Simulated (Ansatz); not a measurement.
Consider the atomization: `O/C(S)=[CH]\[GeH3]` → 2 C• + Ge• + 6 H• + O• + S•.

Isolated molecules relaxed with PBE0-D4/def2-TZVP in Ansatz; ΔE leaves out vibrations. CBS: MP2 limit from def2 TZ/QZ plus the TZ coupled-cluster correction, frozen cores. This one scheme is used for every species, atoms too. DFT in def2-TZVPP. Open shells (•) are unrestricted, without spin–orbit coupling. Spin–orbit coupling would lower the free atoms: a little for C, O, S; clearly for Ge. For Ge outer-core shells are correlated without core-valence functions, so the limit isn't a true one: a few kJ/mol of doubt a bond, and 10 to 20 or more in all where bonds break to atoms. Scalar relativity is left out up to krypton. Each species was taken in one conformer, which may not be the lowest.

| level | ΔE (kJ/mol) |
| --- | --- |
| LDA (SPW92) | 4442.0 |
| BLYP-D4 | 3790.9 |
| B97M-V | 3838.0 |
| ωB97M-V | 3808.3 |
| HF/def2-SVP | 2661.8 |
| MP2/def2-TZVPP | 3771.1 |
| HF/def2-QZVPP | 2645.0 |
| MP2/def2-QZVPP | 3828.0 |

(1) What does CCSD(T)/CBS give? (Best estimate.)

Largest T1 diagnostic among the species: 0.013.

Answers

(1) Ansatz gave: +3810.1 kJ/mol. The listed levels differ from it by 631.9, -19.2, 27.9, -1.8, -1148.3, -39.0, -1165.1, 17.9 kJ/mol.

From r2SCAN to r2SCAN0 (25 % exact exchange), in def2-TZVPP and without D4, ΔE moves by −75.7 kJ/mol: exact exchange takes away binding that semilocal exchange gives to molecules. Leaving LDA and LC-ωPBE aside and taking each functional with its dispersion term where it has one, the values, not all of them listed here, spread over 236.2 kJ/mol, from BHLYP-D4 to PBE-D4. LDA lies +572.1 kJ/mol from PBE without D4, its usual overbinding.

For atomizations the MP2-based limit and the directly extrapolated one differ by several kJ/mol either way, and by 10 to 25 for some Ge, Se and Sn compounds, so smaller differences from it don't rank the levels.
